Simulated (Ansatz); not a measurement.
Cl2Mg (SMILES [Cl][Mg][Cl]) moved off its minimum; all values from Ansatz (a first-principles code), cores frozen in correlated methods.
(charge 0, multiplicity 1)
```xyz
3

Mg     0.0047     0.0100     0.0053
Cl     0.0123     0.0109    -2.1597
Cl    -0.0026     0.0039     2.1866
```

```json
[
 {"level": "HF/def2-TZVPP", "largest force (eV/Å)": "0.22", "on atom": "Mg1", "rms difference from CCSD(T)/def2-TZVPPD (eV/Å)": "0.055", "dipole (D)": "0.07"},
 {"level": "PBE/def2-TZVPP", "largest force (eV/Å)": "0.23", "on atom": "Cl2", "rms difference from CCSD(T)/def2-TZVPPD (eV/Å)": "0.018", "dipole (D)": "0.06"},
 {"level": "r2SCAN/def2-TZVPP", "largest force (eV/Å)": "0.21", "on atom": "Mg1", "rms difference from CCSD(T)/def2-TZVPPD (eV/Å)": "0.084", "dipole (D)": "0.07"},
 {"level": "B3LYP/def2-TZVPP", "largest force (eV/Å)": "0.21", "on atom": "Mg1", "rms difference from CCSD(T)/def2-TZVPPD (eV/Å)": "0.052", "dipole (D)": "0.07"},
 {"level": "wB97M-V/def2-TZVPP", "largest force (eV/Å)": "0.21", "on atom": "Mg1", "rms difference from CCSD(T)/def2-TZVPPD (eV/Å)": "0.080", "dipole (D)": "0.07"},
 {"level": "MP2/def2-TZVPPD", "largest force (eV/Å)": "0.26", "on atom": "Cl2", "rms difference from CCSD(T)/def2-TZVPPD (eV/Å)": "0.004", "dipole (D)": "0.07"},
 {"level": "CCSD(T)/def2-TZVPPD", "largest force (eV/Å)": "0.27", "on atom": "Cl2", "rms difference from CCSD(T)/def2-TZVPPD (eV/Å)": "0.000", "dipole (D)": "0.07"}
]
```

The differences count from one level among others, with limits of its own. Forces at CCSD(T)/def2-TZVPPD (eV/Å):

```csv
atom,Fx,Fy,Fz
Mg1,-0.001,-0.002,0.215
Cl2,0.001,0.001,-0.272
Cl3,0.000,0.001,0.057
```
